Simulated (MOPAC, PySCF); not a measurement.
H6OSi2, SMILES `[SiH3]O[SiH3]`, neutral singlet in the gas phase. 

Cartesian coordinates (Å):
```xyz
9

Si    -1.3184    -0.1413    -0.1366
O      0.3089    -0.2922    -0.2213
Si     1.7994     0.1775     0.2643
H     -1.7232     1.2306    -0.5235
H     -1.7841    -0.4109     1.2440
H     -1.9253    -1.1185    -1.0647
H      1.9692    -0.0863     1.7124
H      1.9848     1.6260     0.0123
H      2.8023    -0.5920    -0.5016
```
Charge 0, spin multiplicity 1.

All levels are single points at this geometry (B3LYP-D3(BJ)/def2-TZVP); Pople sets use spherical d functions. Orbital energies aren't observables, and empty levels follow the basis.

PM7 in MOPAC gives HOMO (eV) = -11.30.

Task: Estimate the HOMO (eV) from each of these levels: B3LYP-D3(BJ)/def2-TZVP in PySCF; PBE-D3(BJ)/def2-TZVP in PySCF; B3LYP/3-21G in PySCF; B3LYP/6-311+G** in PySCF; B3LYP/6-31G* in PySCF; B3LYP/LANL2DZ in PySCF; PBE/6-31G* in PySCF; HF/3-21G in PySCF; HF/6-31G* in PySCF; HF/STO-3G in PySCF; PM3 in MOPAC; PM6 in MOPAC.

Result: 
```
level                            HOMO (eV)
-------------------------------  ---------
B3LYP-D3(BJ)/def2-TZVP in PySCF      -8.53
PBE-D3(BJ)/def2-TZVP in PySCF        -7.31
B3LYP/3-21G in PySCF                 -7.91
B3LYP/6-311+G** in PySCF             -8.51
B3LYP/6-31G* in PySCF                -8.29
B3LYP/LANL2DZ in PySCF               -8.15
PBE/6-31G* in PySCF                  -7.06
HF/3-21G in PySCF                   -11.83
HF/6-31G* in PySCF                  -12.16
HF/STO-3G in PySCF                   -8.28
PM3 in MOPAC                         -9.19
PM6 in MOPAC                        -11.15
```
